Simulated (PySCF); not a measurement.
## Polarisability and C₆ of Mg²⁺ (magnesium, charge +2)

[Ne], closed-shell 1S. Calculation: PySCF 2.14, in ANO-RCC-VTZP (5s4p2d1f, 34 functions); the spin-free X2C one-electron Hamiltonian (Gaussian nucleus). Coupled (time-dependent) response in atomic units; α is the mean over directions. The basis has no added diffuse functions, which lowers α and C₆.

```
 method  mean α (bohr³)  C₆ (like pair)    S(−4)
    UHF          0.3323          0.3504  0.03246
    PBE          0.3674          0.3829  0.04805
   PBE0          0.3553          0.3717  0.04232
   TPSS          0.3630          0.3791  0.04628
LC-wPBE          0.3670          0.3830  0.04761
```

S(−4) is the Cauchy moment in α(ω) = α(0) + S(−4) ω² + …

α(iu) at PBE0:

| u (hartree) | α(iu) (bohr³) |
| --- | --- |
| 0 | 0.3553 |
| 0.0500 | 0.3552 |
| 0.100 | 0.3549 |
| 0.200 | 0.3536 |
| 0.300 | 0.3515 |
| 0.500 | 0.3452 |
| 0.750 | 0.3339 |
| 1.00 | 0.3201 |
| 1.50 | 0.2894 |
| 2.00 | 0.2595 |
| 3.00 | 0.2100 |
| 5.00 | 0.1445 |

A single London oscillator, α(iu) = α/(1 + u²/ω²), gives C₆ = (3/4) ω α². Matching the computed C₆ needs ω = 4 × 0.3717 / (3 × 0.3553²) = 3.93 hartree.

For an ion, C₆ is the dispersion term alone; charge-induced terms of lower order in 1/R come first.
